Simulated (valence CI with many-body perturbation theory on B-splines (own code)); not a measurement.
## Gd LI: electric-dipole lines

Computed by valence CI with perturbative core correlation (CI+MBPT): four valence electrons over a frozen Dirac-Fock core [Ne], a basis of 11 s, 11 p, 9 d, 7 f, 5 g, 2 h, 1 i functions for each j, with the one-electron correlation potential Σ1 (screened to all orders), the two-electron term Σ2, the three-electron term Σ3, Breit, model QED; selected single and double excitations, second order for the rest (own B-spline code, finite nucleus).

The last digits are not significant, and no measured levels were compared; by estimate large intervals hold to a few tenths of a per cent, small ones and those within an open d or f shell to about a per cent.

Lines 101 to 150 of 242 in falling wavelength, among levels below 780.19 eV, chosen from the strongest by gf and those to the six lowest levels. Wavelengths and rates use the calculated energies. Electric multipoles are in the length gauge, E1 and E2 with the static RPA response of the core. Weak lines are less certain than strong ones. Lines between different terms over intervals too small for the method are left out, as are lines whose strength nearly cancels. The highest levels of a list are the least certain.

Levels are named by their leading jj configuration (3d3/2^4 stands for four electrons in 3d with j = 3/2), which in mixed levels can hold well under half, so a name can repeat and another be missing. Letters in brackets count levels of one name in rising energy.

```tsv
λ vac (Å)	Upper	Lower	A (s⁻¹)	S (a.u.)
48.15	(3s^2 3p3/2 3d5/2) J=1	(3s^2 3p3/2^2) J=2	6.22e+10	1.03e-02
47.42	(3s 3p1/2 3p3/2 3d5/2) J=3 [c]	(3s 3p1/2 3p3/2^2) J=2 [a]	1.44e+11	5.31e-02
47.03	(3s 3p1/2 3p3/2 3d5/2) J=3 [d]	(3s 3p1/2 3p3/2^2) J=3	5.32e+10	1.91e-02
45.84	(3s 3p1/2 3p3/2 3d5/2) J=2 [d]	(3s 3p1/2 3p3/2^2) J=3	1.86e+10	4.41e-03
45.67	(3s 3p1/2 3p3/2 3d3/2) J=3 [b]	(3s^2 3p1/2 3d5/2) J=2	1.52e+10	4.99e-03
45.51	(3s^2 3d3/2^2) J=2	(3s 3p1/2 3p3/2^2) J=3	2.98e+10	6.93e-03
44.95	(3s 3p1/2 3p3/2 3d5/2) J=1 [c]	(3s 3p1/2 3p3/2^2) J=2 [a]	3.09e+10	4.15e-03
44.74	(3s 3p1/2 3p3/2 3d5/2) J=3 [d]	(3s 3p1/2 3p3/2^2) J=2 [a]	1.28e+10	3.97e-03
43.76	(3s 3p1/2 3p3/2 3d3/2) J=2 [a]	(3s^2 3p1/2 3d3/2) J=2	1.95e+09	4.04e-04
43.66	(3s 3p1/2 3p3/2 3d5/2) J=2 [d]	(3s 3p1/2 3p3/2^2) J=2 [a]	1.92e+10	3.94e-03
42.29	(3s 3p1/2 3p3/2^2) J=2 [a]	(3s^2 3p1/2 3p3/2) J=2	9.44e+09	1.76e-03
42.29	(3s 3p1/2 3p3/2 3d3/2) J=1 [a]	(3s^2 3p1/2 3d3/2) J=2	5.00e+09	5.59e-04
42.16	(3s 3p1/2 3p3/2 3d5/2) J=2 [a]	(3s^2 3p1/2 3d5/2) J=2	1.10e+11	2.04e-02
41.70	(3s 3p1/2 3p3/2 3d3/2) J=3 [a]	(3s^2 3p1/2 3d3/2) J=2	3.67e+09	9.19e-04
41.54	(3s 3p1/2 3p3/2 3d3/2) J=2 [b]	(3s^2 3p1/2 3d3/2) J=2	1.31e+10	2.31e-03
41.18	(3s 3p1/2 3p3/2^2) J=2 [a]	(3s^2 3p1/2 3p3/2) J=1	2.36e+11	4.06e-02
41.04	(3s 3p1/2 3p3/2 3d5/2) J=3 [a]	(3s^2 3p1/2 3d5/2) J=3	2.83e+10	6.75e-03
40.43	(3s 3p1/2 3p3/2^2) J=3	(3s^2 3p1/2 3p3/2) J=2	1.33e+11	3.04e-02
40.13	(3s 3p1/2 3p3/2 3d3/2) J=2 [a]	(3s 3p1/2^2 3p3/2) J=1	1.42e+11	2.27e-02
39.86	(3s 3p1/2 3p3/2 3d5/2) J=3 [b]	(3s^2 3p1/2 3d5/2) J=3	9.43e+10	2.06e-02
39.73	(3s 3p1/2 3p3/2 3d5/2) J=3 [b]	(3s^2 3p1/2 3d5/2) J=2	1.50e+10	3.26e-03
39.63	(3s 3p1/2 3p3/2 3d5/2) J=4 [b]	(3s^2 3p1/2 3d5/2) J=3	4.04e+10	1.12e-02
39.38	(3s 3p1/2 3p3/2 3d5/2) J=2 [b]	(3s^2 3p1/2 3d5/2) J=3	1.16e+11	1.74e-02
39.25	(3s 3p1/2 3p3/2 3d5/2) J=2 [b]	(3s^2 3p1/2 3d5/2) J=2	2.95e+10	4.40e-03
39.20	(3s 3p1/2 3p3/2 3d3/2) J=0 [a]	(3s 3p1/2^2 3p3/2) J=1	4.30e+10	1.28e-03
38.92	(3s 3p1/2 3p3/2 3d3/2) J=1 [d]	(3s^2 3p1/2 3d3/2) J=1	1.35e+11	1.18e-02
38.88	(3s 3p1/2 3p3/2 3d3/2) J=1 [a]	(3s 3p1/2^2 3p3/2) J=1	1.11e+07	9.69e-07
38.44	(3s 3p1/2 3p3/2 3d3/2) J=2 [c]	(3s^2 3p1/2 3d3/2) J=2	2.89e+11	4.05e-02
38.38	(3s 3p1/2 3p3/2 3d5/2) J=3 [c]	(3s^2 3p1/2 3d5/2) J=3	1.58e+10	3.09e-03
38.26	(3s 3p1/2 3p3/2 3d5/2) J=3 [c]	(3s^2 3p1/2 3d5/2) J=2	4.22e+11	8.17e-02
38.25	(3s 3p1/2 3p3/2 3d3/2) J=2 [b]	(3s 3p1/2^2 3p3/2) J=1	1.57e+11	2.17e-02
38.20	(3s 3p1/2 3p3/2^2) J=0	(3s^2 3p1/2 3p3/2) J=1	2.34e+11	6.43e-03
38.16	(3s 3p1/2 3p3/2 3d5/2) J=4 [c]	(3s^2 3p1/2 3d5/2) J=3	3.15e+11	7.77e-02
38.14	(3s 3p3/2^3) J=2	(3s^2 3p3/2^2) J=2	7.97e+11	1.09e-01
38.08	(3s 3p1/2 3p3/2 3d3/2) J=0 [b]	(3s^2 3p1/2 3d3/2) J=1	3.78e+11	1.03e-02
38.05	(3s 3p1/2 3p3/2 3d3/2) J=2 [e]	(3s^2 3p1/2 3d3/2) J=1	5.86e+11	7.97e-02
37.94	(3s 3p1/2 3p3/2 3d3/2) J=3 [b]	(3s^2 3p1/2 3d3/2) J=2	1.60e+10	3.02e-03
37.81	(3s 3p1/2 3p3/2^2) J=1 [a]	(3s^2 3p1/2 3p3/2) J=2	1.11e+10	8.91e-04
37.76	(3s 3p1/2 3p3/2 3d5/2) J=1 [b]	(3s^2 3p1/2 3d5/2) J=2	1.33e+11	1.06e-02
37.74	(3s 3p1/2^2 3p3/2) J=1	(3s^2 3p1/2^2) J=0	2.56e+11	2.04e-02
37.63	(3s 3p1/2 3p3/2^2) J=2 [b]	(3s^2 3p1/2 3p3/2) J=2	5.12e+11	6.73e-02
37.44	(3p1/2^2 3p3/2^2) J=0	(3s 3p1/2^2 3p3/2) J=1	4.27e+11	1.10e-02
37.41	(3s 3p1/2 3p3/2 3d3/2) J=1 [b]	(3s^2 3p1/2 3d3/2) J=2	2.92e+10	2.26e-03
37.39	(3s 3p1/2 3p3/2 3d3/2) J=2 [d]	(3s^2 3p1/2 3d3/2) J=2	5.43e+10	7.01e-03
37.23	(3s 3p1/2 3p3/2 3d3/2) J=2 [a]	(3s 3p1/2^2 3p3/2) J=2	4.50e+10	5.73e-03
37.18	(3s 3p1/2 3p3/2 3d5/2) J=1 [a]	(3s^2 3p1/2 3d3/2) J=1	1.00e+11	7.65e-03
37.06	(3s 3p3/2^3) J=1	(3s^2 3p3/2^2) J=0	5.27e+11	3.97e-02
36.92	(3s 3p1/2 3p3/2^2) J=1 [a]	(3s^2 3p1/2 3p3/2) J=1	3.74e+11	2.78e-02
36.88	(3s 3p1/2 3p3/2 3d3/2) J=3 [c]	(3s^2 3p1/2 3d3/2) J=2	7.09e+11	1.23e-01
36.75	(3s 3p1/2 3p3/2^2) J=2 [b]	(3s^2 3p1/2 3p3/2) J=1	1.06e+10	1.29e-03
```
